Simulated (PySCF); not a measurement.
**Core binding energy against partial charge**

Compound: C3H7BN2O2Si.
Cartesian coordinates in Å at the PBE0-D3(BJ)/def2-SVP level; atoms count from 1:
```xyz
16
C3H7BN2O2Si angstrom
O      2.889    0.169    0.539
B      1.631   -0.284    0.279
O      1.426   -1.630    0.178
C      0.394    0.625    0.089
C      0.238    2.000    0.116
N     -1.054    2.364   -0.102
C     -1.696    1.232   -0.260
N     -0.887    0.136   -0.158
Si    -1.443   -1.560   -0.313
H      2.950    1.126    0.595
H      2.232   -2.142    0.306
H      1.012    2.753    0.282
H     -2.766    1.141   -0.453
H     -1.231   -2.309    0.951
H     -0.810   -2.228   -1.478
H     -2.905   -1.398   -0.561
```

Binding energies: delta-SCF UKS SCAN, pcX-2 on the ionised atom, pcseg-1 elsewhere, spin-free X2C in PySCF. Charges: PBE0/pcSseg-1 ground-state density, for the ionised atom.

```json
{"atom": "C4", "environment": "substituted aromatic carbon", "C 1s (eV)": "290.51", "Mulliken (e)": "-0.022", "IAO (e)": "-0.147", "Hirshfeld (e)": "-0.081", "ESP (e)": "-0.433"}
{"atom": "C5", "environment": "aromatic CH next to a ring nitrogen", "C 1s (eV)": "290.69", "Mulliken (e)": "-0.019", "IAO (e)": "-0.066", "Hirshfeld (e)": "-0.032", "ESP (e)": "+0.208"}
{"atom": "C7", "environment": "aromatic CH next to a ring nitrogen", "C 1s (eV)": "291.61", "Mulliken (e)": "+0.295", "IAO (e)": "+0.053", "Hirshfeld (e)": "+0.048", "ESP (e)": "+0.224"}
```

Problem. Give the correlation coefficient and slope of binding energy on charge for each scheme.

Solution. Mulliken: r = 0.99, slope 3.2 eV per e; Hirshfeld: r = 0.97, slope 8.8 eV per e; IAO: r = 0.97, slope 5.7 eV per e; ESP: r = 0.64, slope 1.0 eV per e. On 3 points no scheme stands out.

Problem. The point-charge model writes a binding energy as kq + V + constant, with V the potential of the other atoms' charges at the site. What does it give with the Mulliken charges?

Solution. V = Σ 14.40 eV Å × q/r over all other atoms: -1.79 eV at C4, -2.12 eV at C5, -6.89 eV at C7. Fitting binding energy − V to q gives k = 18.9 eV per e and leaves an rms residual of 0.18 eV, against 0.07 eV for the fit on q alone. The model has no term for differences in relaxation between sites.

Isolated species at its PBE0-D3(BJ)/def2-SVP geometry (one conformer only).
